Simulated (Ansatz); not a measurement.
Geometry optimisation, RKS B3LYP-D4/def2-SVP in Ansatz.

Input:

```yaml
crystal:
  periodic: [false, false, false]
  atoms:
    - { symbol: B, position_ang: [0.0, 0.0, 0.0] }
    - { symbol: "N", position_ang: [0.0, 0.0, 1.55] }
    - { symbol: H, position_ang: [-0.877, -0.2713, 2.08] }
    - { symbol: H, position_ang: [0.877, 0.2713, 2.08] }
    - { symbol: F, position_ang: [1.1431, 0.0, -0.66] }
    - { symbol: "N", position_ang: [-1.3423, 0.0, -0.775] }
    - { symbol: H, position_ang: [-2.0112, -0.8164, -0.6764] }
    - { symbol: H, position_ang: [-1.5914, 0.8164, -1.4036] }
basis:
  gaussian: { orbitals: def2-SVP }
hamiltonian:
  xc: b3lyp
  dispersion: d4
relax:
  f_tol: 0.02
  max_steps: 40
output:
  orbitals: {}
```

Launched with:

```bash
$ ansatz run input.yaml --threads 2 --pin off --max-ram 3072MiB --backend cpu --events-out ev --progress --plain --runs-dir out
```

Question: Where does it end, and by what steps?

Answer: The forces met the threshold. The force dipped under the threshold on the way, but the program's further checks kept it going. After 7 steps the energy has fallen by 1.348 eV; H8 moved furthest, 0.79 Å.

| step | energy less start (eV) | largest force component (eV/Å) | accepted |
| --- | --- | --- | --- |
| 0 | 0.0000 | 3.351 | yes |
| 1 | -0.8400 | 1.632 | yes |
| 2 | -1.1365 | 0.810 | yes |
| 3 | -1.2793 | 0.378 | yes |
| 4 | -1.3432 | 0.106 | yes |
| 5 | -1.3481 | 0.015 | yes |
| 6 | -1.3483 | 0.028 | yes |
| 7 | -1.3484 | 0.000 | yes |

```xyz
8
Properties=species:S:1:pos:R:3
B -0.104 0.119 0.064
N -0.026 -0.101 1.459
H -0.806 -0.374 2.039
H 0.846 0.011 1.959
F 1.031 0.484 -0.580
N -1.282 -0.014 -0.707
H -2.183 -0.280 -0.334
H -1.279 0.155 -1.704
```

Time of the run: 9.6 s on 2 threads of Arm Neoverse V2 (shared host), peak memory 0.14 GiB.
